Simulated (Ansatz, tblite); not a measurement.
Removing and adding an electron: Te(SiH3)2 (Si2TeH6). The state is a singlet with charge 0. Geometry: r2SCAN-D4/def2-SVP. Ansatz, gas phase; energy differences of separate SCF runs; the oxidised species was run as a doublet alone; the reduced species was run as a doublet alone.

Cartesian coordinates in Å:
```
Te -0.839 1.548 0.247
Si 1.448 0.684 0.821
H 2.199 0.305 -0.412
H 1.359 -0.507 1.718
H 2.153 1.795 1.522
Si -1.473 -0.638 -0.814
H -2.871 -0.478 -1.306
H -1.409 -1.750 0.181
H -0.566 -0.959 -1.957
```

In the def2 sets Te takes a core potential; there is no spin–orbit coupling. The xTB rows come from tblite.

| level | −HOMO (eV) | vertical IE (eV) | −LUMO (eV) | vertical EA (eV) | HOMO–LUMO gap (eV) | IE − EA (eV) | remarks |
| --- | --- | --- | --- | --- | --- | --- | --- |
| GFN1-xTB | 10.72 | 13.82 | 5.87 | 3.50 | 4.85 | 10.32 | – |
| GFN2-xTB | 9.33 | 12.27 | 5.44 | 2.71 | 3.90 | 9.56 | – |
| PBE-D4/def2-TZVP | 5.54 | 8.36 | 1.58 | – | 3.96 | – | – |
| PBE-D4/def2-TZVPD | 5.56 | – | 1.65 | -0.16 | 3.91 | – | HOMO above zero (-1 doublet) |
| r2SCAN-D4/def2-TZVP | 5.78 | 8.40 | 1.32 | – | 4.46 | – | – |
| r2SCAN-D4/def2-TZVPD | 5.79 | – | 1.36 | -0.33 | 4.43 | – | HOMO above zero (-1 doublet) |
| PBE0-D4/def2-TZVP | 6.54 | 8.44 | 0.80 | – | 5.74 | – | – |
| PBE0-D4/def2-TZVPD | 6.55 | – | 0.90 | -0.31 | 5.65 | – | HOMO above zero (-1 doublet) |

   A HOMO above zero means that the electron is unbound at that level or that self-interaction error raises the level; the energy of removing that electron tells which. Raw xTB energy differences between charge states are shifted by several eV; the methods need an empirical correction for them. A negative affinity means that the extra electron isn't bound; its size then hangs on the basis.
